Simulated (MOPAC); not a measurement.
Input file for MOPAC: PM6 on H4SSn (SMILES [SH][SnH3]), a point of a torsion scan.

```
PM6 1SCF PRECISE CHARGE=0 THREADS=1
H4SSn

S      1.65744104 1     0.79103045 1    -0.32248299 1
Sn    -0.58031913 1     0.00589549 1    -0.00563129 1
H      2.23622778 1    -0.31115440 1     0.12439914 1
H     -1.23214720 1     0.62405395 1     1.40598064 1
H     -0.57200903 1    -1.66646479 1     0.06924300 1
H     -1.49837895 1     0.51353254 1    -1.30032693 1
```

It printed:

```
*******************************************************************************
 **                                                                           **
 **                              MOPAC v23.2.5                                **
 **                                                                           **
 *******************************************************************************
 ** MOPAC's Digital Object Identifier: https://doi.org/10.5281/zenodo.6511958 **
 **                                                                           **
 ** Please cite the open-source release paper for use of this MOPAC version:  **
 ** J. E. Moussa and J. J. P. Stewart (2026)                                  **
 ** MOPAC: An open-source semiempirical molecular orbital program             **
 ** J. Open Source Softw., 11(119), 8025, https://doi.org/10.21105/joss.08025 **
 *******************************************************************************

                              PM6 CALCULATION RESULTS

 *******************************************************************************
 *  PM6        - The PM6 Hamiltonian to be used
 *
 *
 *
 *                 CHARGE ON SYSTEM = 0
 *
 *
 *
 *  PRECISE    - TIGHTER CRITERIA TO BE USED
 *  1SCF       - DO 1 SCF AND THEN STOP
 *  THREADS=1  - MULTI-THREADING NOT USED
 *  T=         - A TIME OF 172800.0 SECONDS REQUESTED
 *  DUMP=N     - RESTART FILE WRITTEN EVERY 7200.0 SECONDS REQUESTED
 *******************************************************************************
PM6 1SCF PRECISE CHARGE=0 THREADS=1
 H4SSn

   ATOM   CHEMICAL          X               Y               Z
  NUMBER   SYMBOL      (ANGSTROMS)     (ANGSTROMS)     (ANGSTROMS)

     1       S          1.65744104  *   0.79103045  *  -0.32248299  *
     2      Sn         -0.58031913  *   0.00589549  *  -0.00563129  *
     3       H          2.23622778  *  -0.31115440  *   0.12439914  *
     4       H         -1.23214720  *   0.62405395  *   1.40598064  *
     5       H         -0.57200903  *  -1.66646479  *   0.06924300  *
     6       H         -1.49837895  *   0.51353254  *  -1.30032693  *



          CARTESIAN COORDINATES

    NO.       ATOM           X           Y           Z

     1         S          1.6574      0.7910     -0.3225
     2        Sn         -0.5803      0.0059     -0.0056
     3         H          2.2362     -0.3112      0.1244
     4         H         -1.2321      0.6241      1.4060
     5         H         -0.5720     -1.6665      0.0692
     6         H         -1.4984      0.5135     -1.3003

 General Reference for PM6:
 "Optimization of Parameters for Semiempirical Methods V: Modification of NDDO Approximations
 and Application to 70 Elements", J. J. P. Stewart, J. Mol. Mod., 13, 1173-1213 (2007)
 URL: https://link.springer.com/article/10.1007/s00894-007-0233-4

           Empirical Formula: H4 S Sn  =     6 atoms



      MOLECULAR POINT GROUP   :   C1


      RHF CALCULATION, NO. OF DOUBLY OCCUPIED LEVELS = 7


 -------------------------------------------------------------------------------
 PM6 1SCF PRECISE CHARGE=0 THREADS=1
 H4SSn



     1SCF WAS SPECIFIED, SO BFGS WAS NOT USED
     SCF FIELD WAS ACHIEVED


                              PM6 CALCULATION
                                                       MOPAC v23.2.5 Linux




          FINAL HEAT OF FORMATION =         24.97407 KCAL/MOL =     104.49153 KJ/MOL


          COSMO AREA              =        109.46 SQUARE ANGSTROMS
          COSMO VOLUME            =         98.90 CUBIC ANGSTROMS

          IONIZATION POTENTIAL    =          9.092186 EV
          HOMO LUMO ENERGIES (EV) =         -9.092  0.051
          NO. OF FILLED LEVELS    =          7
          MOLECULAR WEIGHT        =        154.7816         POINT GROUP:  C1

          MOLECULAR DIMENSIONS (Angstroms)

            Atom       Atom       Distance
            H     6    H     3     4.08133
            S     1    H     5     3.03056
            H     4    H     6     2.38346


          SCF CALCULATIONS        =          1





   ATOM   CHEMICAL          X               Y               Z
  NUMBER   SYMBOL      (ANGSTROMS)     (ANGSTROMS)     (ANGSTROMS)

     1       S          1.65744104  *   0.79103045  *  -0.32248299  *
     2      Sn         -0.58031913  *   0.00589549  *  -0.00563129  *
     3       H          2.23622778  *  -0.31115440  *   0.12439914  *
     4       H         -1.23214720  *   0.62405395  *   1.40598064  *
     5       H         -0.57200903  *  -1.66646479  *   0.06924300  *
     6       H         -1.49837895  *   0.51353254  *  -1.30032693  *

                             CARTESIAN COORDINATES

   1    S        1.657441040     0.791030450    -0.322482990
   2   Sn       -0.580319130     0.005895490    -0.005631290
   3    H        2.236227780    -0.311154400     0.124399140
   4    H       -1.232147200     0.624053950     1.405980640
   5    H       -0.572009030    -1.666464790     0.069243000
   6    H       -1.498378950     0.513532540    -1.300326930


           Empirical Formula: H4 S Sn  =     6 atoms



      MOLECULAR POINT GROUP   :   C1


                  EIGENVALUES
 -29.57127 -18.17959 -13.38747 -12.02906 -11.75302 -10.39639  -9.09219   0.05135
   0.83815   2.12913   2.18939   2.22975   2.30126   2.67272   3.63353   3.68226
   3.90595


              NET ATOMIC CHARGES AND DIPOLE CONTRIBUTIONS

  ATOM NO.   TYPE          CHARGE      No. of ELECS.   s-Pop       p-Pop       d-Pop
    1          S          -0.543323        6.5433     1.93598     4.49377     0.11357
    2         Sn           0.431908        3.5681     1.29234     2.27575
    3          H           0.199191        0.8008     0.80081
    4          H          -0.027888        1.0279     1.02789
    5          H          -0.034003        1.0340     1.03400
    6          H          -0.025885        1.0259     1.02588
 DIPOLE           X         Y         Z       TOTAL
 POINT-CHG.    -2.945    -2.225     0.911     3.802
 HYBRID         0.661     0.515    -0.212     0.865
 SUM           -2.284    -1.710     0.699     2.937


          ATOMIC ORBITAL ELECTRON POPULATIONS

     Atom    s        px        py        pz      x^2-y^2     xz        z^2       yz        xy
    1  S   1.93598   1.27301   1.34272   1.87803   0.02722   0.00828   0.01634   0.02391   0.03781
    2 Sn   1.29234   0.61920   0.81086   0.84569
    3  H   0.80081
    4  H   1.02789
    5  H   1.03400
    6  H   1.02588

 **********************
 *                    *
 * JOB ENDED NORMALLY *
 *                    *
 **********************




 == MOPAC DONE ==
```

The run finished.

Cost: around 0.020 core-seconds (rough).
